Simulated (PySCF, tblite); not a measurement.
Compound: C7H14O2Si.
SMILES with atom numbers: `[CH3:1][O:2][Si@@H:3]1[CH2:4][CH2:5][C@H:6]([CH2:7][CH:8]=[O:9])[CH2:10]1` (hydrogens: H11, H12, H13 on C1; H14 on Si3; H15, H16 on C4; H17, H18 on C5; H19 on C6; H20, H21 on C7; H22 on C8; H23, H24 on C10)

Structure used (GFN2-xTB), in Å, numbered top down from 1:
```
atom  x, y, z in Å
C1     3.1988   -0.1963   -1.5467
O2     2.0241   -0.7262   -1.0075
Si3    1.3749   -0.4609    0.4573
C4    -0.1591   -1.5625    0.5740
C5    -1.2463   -0.6237    1.0964
C6    -1.0637    0.7678    0.4797
C7    -1.4110    0.7496   -1.0135
C8    -2.8331    0.3484   -1.2539
O9    -3.2126   -0.4319   -2.0815
C10    0.4040    1.1693    0.6793
H11    4.0399   -0.3478   -0.8672
H12    3.0903    0.8742   -1.7349
H13    3.3979   -0.7099   -2.4876
H14    2.3713   -0.6256    1.5232
H15   -0.0389   -2.4057    1.2489
H16   -0.4416   -1.9722   -0.3943
H17   -1.1451   -0.5329    2.1804
H18   -2.2453   -1.0122    0.8853
H19   -1.7330    1.4787    0.9794
H20   -0.7399    0.0860   -1.5594
H21   -1.2973    1.7607   -1.4182
H22   -3.5552    0.8617   -0.5839
H23    0.6786    1.9723   -0.0036
H24    0.5306    1.5589    1.6891
```

Level of theory: PBE0/pcSseg-1 in PySCF (dipole) on a GFN2-xTB geometry, gas phase.

Masses are those of the commonest isotopes; rigid-rotor values at the optimised geometry. The values belong to one conformer with, in the numbering `[CH3:1][O:2][Si@@H:3]1[CH2:4][CH2:5][C@H:6]([CH2:7][CH:8]=[O:9])[CH2:10]1`, C1–O2–Si3–C4 -177°, C5–C6–C7–C8 61°, C6–C7–C8–O9 -135°, O2–Si3–C4–C5 -132°, Si3–C4–C5–C6 37°, C4–C5–C6–C7 70°, C5–C6–C10–Si3 37°.

Question: Give the principal moments of inertia and the rotational constants in GHz.

Answer: Ia = 285.54, Ib = 740.31, Ic = 824.13 u·Å²; 505379 MHz·u·Å²/I gives 1770, 682.7 and 613.2 MHz, that is A = 1.7699, B = 0.6827, C = 0.6132 GHz.

Question: Classify the top.

Answer: An asymmetric top. Ray's parameter κ = (2B − A − C)/(A − C) = -0.880; −1 is the prolate and +1 the oblate limit.

Question: What does the inertial defect say?

Answer: Not planar: Δ = Ic − Ia − Ib = -201.72 u·Å². For a rigid frame Δ = −2 Σ m c², so Σ m c² = 100.86 u·Å² lies off the ab plane: 25.42 from hydrogen and 75.44 from heavier atoms. The atom farthest from that plane is 2.22 Å away.

Question: Give the other two planar moments, Paa and Pbb, and the rms extents of the mass along the axes.

Answer: Paa = Σ m a² = (Ib + Ic − Ia)/2 = 639.45 and Pbb = Σ m b² = (Ia + Ic − Ib)/2 = 184.68 u·Å². With the mass M = 158.08 u, the rms extents √(P/M) along a, b and c are 2.01, 1.08, 0.80 Å.

Question: Which lines would a microwave search look for?

Answer: The dipole components are |μa| = 2.40 D, |μb| = 1.52 D, |μc| = 2.45 D. The squared components, which scale the intensities, stand as 0.96 : 0.38 : 1.00 (a : b : c). Some lines, for components of 0.1 D or more:

```csv
type,branch,"J(Ka,Kc)",MHz,lower level (cm⁻¹)
c,Q,"5(1,5) ← 5(0,5)",690,0.645
b,R,"3(1,2) ← 2(2,1)",728,0.279
c,Q,"3(1,3) ← 3(0,3)",928,0.259
a,Q,"5(1,4) ← 5(1,5)",1039,0.668
b,R,"2(2,1) ← 1(1,0)",5923,0.082
a,R,"5(2,4) ← 4(2,3)",6472,0.582
b,R,"4(2,2) ← 3(1,3)",8805,0.290
c,R,"3(3,1) ← 2(2,1)",9499,0.279
b,R,"5(2,3) ← 4(1,4)",10301,0.458
b,R,"4(3,2) ← 3(2,1)",10785,0.410
b,R,"5(3,2) ← 4(2,3)",12113,0.582
b,R,"4(4,0) ← 3(3,1)",13038,0.596
b,R,"5(5,0) ← 4(4,1)",16578,1.031
```

Question: Estimate the classical rotational partition function at 10 K, 298.15 K and 500 K.

Answer: Point group C1, symmetry number σ = 1; q = (√π/σ)·√((kT/h)³/(ABC)), k/h = 20836.6 MHz/K: 6190 at 10 K, 1010000 at 298.15 K, 2190000 at 500 K.

Its GFN2-xTB frequencies are all real (lowest 40 cm⁻¹). These are rigid-rotor constants of the computed structure; measured ground-state constants (B0) also hold zero-point vibration. A rigid rotor knows nothing of internal rotation, which can split or shift real lines.
